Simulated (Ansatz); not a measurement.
Ideal-gas functions of CHBClN, SMILES `N#CBCl` at 400 K and 1 bar, from an Ansatz frequency run at PBE0-D4/def2-TZVP.

Molar mass 73.29 g/mol, point group Cs (symmetry number 1), electronic degeneracy 1, moments of inertia 13.977, 175.828, 189.804 u Å². Harmonic wavenumbers (cm⁻¹, unscaled): 172, 283, 466, 800, 811, 936, 1146, 2346, 2704.

Use S(trans) = R[1.5 ln M + 2.5 ln T − 1.1517]; rotational temperatures θ = 24.2544 K / I; S(rot) = R[ln(√π/σ · √(T³/θAθBθC)) + 1.5]; for each mode x = 1.438777 ν̃/T, S = R[x/(eˣ − 1) − ln(1 − e⁻ˣ)] and H = RT x/(eˣ − 1); 1 cm⁻¹ = 0.0119627 kJ/mol; R = 8.31446 J/(mol·K).

Task: By hand: the entropy, in J/(mol·K).

Result: Translation 168.5. Rotation: θ = 1.7353, 0.1379, 0.1278 K, giving 106.5. Vibration, mode by mode: 12.44, 8.52, 4.93, 1.91, 1.85, 1.29, 0.70, 0.02, 0.01, in all 31.7. Electronic 0.0. Sum 306.7 J/(mol·K).

Task: By hand: H − E and G − E in kJ/mol, counted from the electronic energy.

Result: Zero-point energy ½ × 9664 × 0.0119627 = 57.8; thermal vibration 7.4; translation, rotation and pV give 4 RT = 13.3. H − E = 78.5 kJ/mol, and G − E = 78.5 − 400 × 306.7/1000 = -44.2 kJ/mol.

Vibration gives 10 % of the entropy.
